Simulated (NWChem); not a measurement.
# An input for SiCl4 (SMILES Cl[Si](Cl)(Cl)Cl)

SiCl4: 5 atoms, total charge 0, spin state singlet. SMILES: `Cl[Si](Cl)(Cl)Cl`. Geometry: relaxed at PBE0-D4/def2-TZVP.

```xyz
5

Cl   -0.9626   -0.0876    1.7623
Si    0.0100   -0.0147   -0.0083
Cl    1.6554   -1.1859    0.0781
Cl   -1.2121   -0.6769   -1.4761
Cl    0.5593    1.8914   -0.3975
```

Settings wanted:

```yaml
task: gradient
method: DFT
functional: B3LYP
dispersion: none
basis_set: 6-31G*
reference: RKS
integration_grid: fine
SCF_convergence_threshold: 1e-08
iteration_cap: 100
symmetry: none
module: dft
d_and_f_functions: spherical
```

**Question.** Give an NWChem 7.3.0 job that does this.

**Answer.** One that was run (others would do as well):

geom.xyz:
```
5

Cl    -0.962600    -0.087600     1.762300
Si     0.010000    -0.014700    -0.008300
Cl     1.655400    -1.185900     0.078100
Cl    -1.212100    -0.676900    -1.476100
Cl     0.559300     1.891400    -0.397500
```

run.py:
```python
from ase.io import read
from ase.calculators.nwchem import NWChem

system = read('geom.xyz')

calc = NWChem(
    label='geom',
    theory='dft',
    memory='2200 mb',
    basis='6-31G*',
    basispar='spherical bse',
    dft={'xc': 'b3lyp', 'mult': '1', 'grid': 'fine', 'convergence': 'energy 1e-08', 'iterations': '100', 'mulliken': None},
)
system.calc = calc

forces = system.get_forces()
print("Total energy (eV):", round(system.get_potential_energy(), 6))
print("forces (eV/A):")
for s, f in zip(system.symbols, forces):
    print(f"{s:2s} {f[0]:10.5f} {f[1]:10.5f} {f[2]:10.5f}")
print("dipole (e A):", system.get_dipole_moment().round(4))
```

```bash
$ export ASE_NWCHEM_COMMAND="nwchem PREFIX.nwi > PREFIX.nwo"
$ python run.py
```

Calculated total energy: -2130.45728 Eh, largest force 0.585 eV/Å.
